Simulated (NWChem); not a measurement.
Molecule: N-methylmethanimine (C2H5N); SMILES C=NC

Results from NWChem. Coordinates come from a PBE0/def2-SVP optimisation. COSMO at PBE0/def2-SVP, default radii, gas-phase geometry; f = (ε − 1)/ε scales the surface charges.

| row | f | electrostatic solvation energy (kcal/mol) |
|---|---|---|
| ε = 3.9 | 0.7436 | -2.41 |
| ε = 4.8 | 0.7917 | -2.59 |
| ε = 7.6 | 0.8684 | withheld |
| ε = 37.5 | 0.9733 | -3.29 |
| ε = 46.7 | 0.9786 | -3.31 |

Q: Fit a straight line of the last column on the one before it, predict the withheld value, and compare with the run.

A: 
1. Means of the 4 shown rows: x = 0.87180, y = -2.900. Slope Σ(x − x̄)(y − ȳ)/Σ(x − x̄)² = -0.1710/0.04456 = -3.838; intercept 0.446.
2. The shown rows scatter about the line by 0.002 (root mean square); the largest residual is 0.00, at ε = 4.8.
3. At x = 0.8684 (ε = 7.6; inside the shown range) the line gives -2.89.
4. The run gives -2.88, +0.01 from the line.
